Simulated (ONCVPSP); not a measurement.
# u(r) = r·R(r): atom against pseudo-atom (Be)

Columns: radius, all-electron u(r) and pseudo u(r) of the 2s shell (level -5.54 eV) of beryllium in the configuration [He] 2s2; PBEsol, scalar-relativistic, ONCV scheme, ONCVPSP 4.0.1.

```
r (bohr)  all-electron  pseudo
   0.093       -0.1861  0.0246
   0.185       -0.2480  0.0502
   0.278       -0.2388  0.0781
   0.370       -0.1894  0.1080
   0.463       -0.1178  0.1400
   0.555       -0.0372  0.1729
   0.648        0.0467  0.2070
   0.740        0.1277  0.2415
   0.833        0.2049  0.2778
   0.925        0.2751  0.3158
   1.018        0.3393  0.3565
   1.110        0.3960  0.3987
   1.203        0.4466  0.4420
   1.295        0.4900  0.4835
   1.388        0.5272  0.5219
   1.480        0.5578  0.5547
   1.573        0.5827  0.5815
   1.665        0.6021  0.6017
   1.758        0.6166  0.6166
   1.850        0.6265  0.6265
   1.943        0.6325  0.6325
   2.035        0.6348  0.6348
   2.128        0.6339  0.6339
   2.220        0.6302  0.6302
   2.313        0.6240  0.6240
   2.405        0.6157  0.6157
```

Question: How many radial nodes do the two functions have?

Answer: The all-electron 2s function has n − l − 1 = 1; the pseudo-wave has 0, since the states of the same l below it are removed with the core.

Question: At about which radius was the pseudo-wave matched?

Answer: 1.85 bohr. The columns agree to 0.0005 from 1.67 bohr on; several derivatives are matched, so the curves merge somewhat inside the radius.

Question: Where does each function peak?

Answer: Outermost all-electron maximum near 2.04 bohr, pseudo maximum near 2.04 bohr (to the table’s step).

Question: Is the pseudo-wave norm-conserving?

Answer: Yes: the ONCV scheme keeps the norm inside the radius equal to the all-electron one, which fixes the energy derivative of the logarithmic derivative at the level.
